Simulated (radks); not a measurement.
Polarisability of the phosphorus ion P+, [Ne] 3s2 3p2, at imaginary frequency. All-electron calculation, scalar-relativistic Kohn-Sham, LDA (Slater exchange, Perdew-Wang correlation), spin-unpolarised, spherical densities, finite nucleus; Fermi nuclear charge, rms radius 3.1889 fm. Program: a radial shooting solver on a logarithmic mesh with Libxc functionals. Response by self-consistent Sternheimer equations with the Hartree and adiabatic LDA kernel, the relativistic mass of each level held fixed and spin-orbit coupling left out.

w (hartree),alpha1(iw) (bohr^3)
0.00266,14.71
0.0143,14.70
0.0360,14.62
0.0697,14.37
0.118,13.77
0.186,12.60
0.280,10.70
0.413,8.186
0.605,5.538
0.892,3.303
1.35,1.754
2.12,0.8410
3.59,0.3659
6.94,0.1365
17.5,0.03144

Static values: alpha1 = 14.71 bohr^3 (2.180 angstrom^3; uncoupled 23.81). C6 = 76.26, triple-dipole C9 = 827.5 atomic units. One-pole (London) frequency 4 C6 / (3 alpha1^2) = 0.470 hartree, against 0.526 for minus the highest occupied eigenvalue.
